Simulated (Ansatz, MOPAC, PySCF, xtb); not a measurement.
Torsion H3–Si1–Si2–H6 in Si2H6 (SMILES [SiH3][SiH3]); at each angle all else is relaxed with GFN2-xTB, and the levels are single points there.
Geometry at 60° (charge 0, multiplicity 1):
```xyz
8

Si    -1.1492     0.0882    -0.0101
Si     1.1516    -0.0536    -0.0237
H     -1.7680    -0.7317    -1.0559
H     -1.6281     1.4570    -0.2245
H     -1.7320    -0.3567     1.2592
H      1.7342     0.3916    -1.2931
H      1.6306    -1.4223     0.1906
H      1.7704     0.7663     1.0222
```

```
level                                  energy at 0° less that at 60° (meV)  minus CCSD(T)/CBS(cc-pV(T+d)Z, cc-pV(Q+d)Z)
-------------------------------------  -----------------------------------  -------------------------------------------
GFN-FF                                                                 1.1                                        -42.6
PM3                                                                   14.5                                        -29.2
PM7                                                                   38.1                                         -5.6
GFN1-xTB                                                               7.4                                        -36.3
GFN2-xTB                                                               2.7                                        -41.1
HF/STO-3G                                                             21.5                                        -22.2
HF/3-21G                                                              37.2                                         -6.6
HF/cc-pV(D+d)Z                                                        46.4                                          2.6
HF/cc-pV(T+d)Z                                                        46.8                                          3.1
HF/cc-pV(Q+d)Z                                                        48.3                                          4.5
SVWN5/def2-TZVPP                                                      42.2                                         -1.5
PBE/def2-TZVPP                                                        43.1                                         -0.7
PBE-D3(BJ)/def2-TZVPP                                                 43.0                                         -0.7
PBE-D4/def2-TZVPP                                                     43.1                                         -0.7
BLYP-D3(BJ)/def2-TZVPP                                                44.2                                          0.4
BLYP-D4/def2-TZVPP                                                    44.2                                          0.4
BP86/6-31G*                                                           41.0                                         -2.7
r2SCAN/def2-TZVPP                                                     46.4                                          2.7
r2SCAN-D3(BJ)/def2-TZVPP                                              46.4                                          2.7
r2SCAN-D4/def2-TZVPP                                                  46.4                                          2.7
B3LYP/3-21G                                                           34.7                                         -9.1
B3LYP/6-31G*                                                          40.5                                         -3.3
B3LYP/LANL2DZ                                                         32.7                                        -11.0
B3LYP/def2-TZVPP                                                      44.5                                          0.7
B3LYP-D3(BJ)/def2-TZVPP                                               44.4                                          0.6
B3LYP-D4/def2-TZVPP                                                   44.4                                          0.7
PBE0-D4/def2-TZVPP                                                    43.6                                         -0.2
M06-2X/6-31G*                                                         38.4                                         -5.4
M06-2X/def2-TZVPP                                                     42.3                                         -1.5
wB97M-V/def2-TZVPP                                                    43.8                                          0.0
MP2/6-31G*                                                            45.7                                          2.0
MP2/cc-pV(T+d)Z                                                       48.4                                          4.6
SCS-MP2/cc-pV(D+d)Z                                                   46.1                                          2.4
SCS-MP2/cc-pV(T+d)Z                                                   47.6                                          3.8
SCS-MP2/cc-pV(Q+d)Z                                                   46.7                                          2.9
CCSD/cc-pV(D+d)Z                                                      44.8                                          1.0
CCSD/cc-pV(Q+d)Z                                                      45.4                                          1.6
CCSD(T)/cc-pV(D+d)Z                                                   45.2                                          1.5
CCSD(T)/cc-pV(T+d)Z                                                   46.3                                          2.6
CCSD(T)/CBS(cc-pV(T+d)Z, cc-pV(Q+d)Z)                                 43.8                                          0.0
```

 The comparison column counts from a level with limits of its own.

The rows run from 1.1 (GFN-FF) to 48.4 meV (MP2/cc-pV(T+d)Z). The dispersion term adds 0.0 in PBE-D3(BJ), 0.0 in PBE-D4, 0.0 in r2SCAN-D3(BJ). The 6 functionals in def2-TZVPP without D3 or D4 span 4.2, from SVWN5 to r2SCAN.

On the grid 0° to 120°, 0° is the highest and 60° the lowest point at CCSD(T)/CBS(cc-pV(T+d)Z, cc-pV(Q+d)Z).

Correlated levels freeze the cores. CBS: X⁻³ extrapolation of the correlation energy, Hartree–Fock from the larger set. Rows in 3-21G, 6-31G*, LANL2DZ, STO-3G carry no dispersion term and start afresh at each structure (6-31G* with six Cartesian d functions). MP2/6-31G* freezes PySCF's default core. LANL2DZ brings its own core potentials from Na on. The state reached by PM3, PM7 isn't checked; PM7 holds dispersion and hydrogen-bond terms.

The values were computed with Ansatz (Gaussian orbitals); MOPAC for PM3, PM7 (differences of heats of formation); PySCF for 3-21G rows, 6-31G* rows, LANL2DZ rows, M06-2X, STO-3G rows, the dispersion terms; xtb for the GFN methods. 

Measured: V3 of the three-fold top 412.033 ± 0.01 cm⁻¹ = 1.18 kcal/mol [Ozier and Moazzen-Ahmadi, CRC Handbook].

Ansatz is a first-principles code.
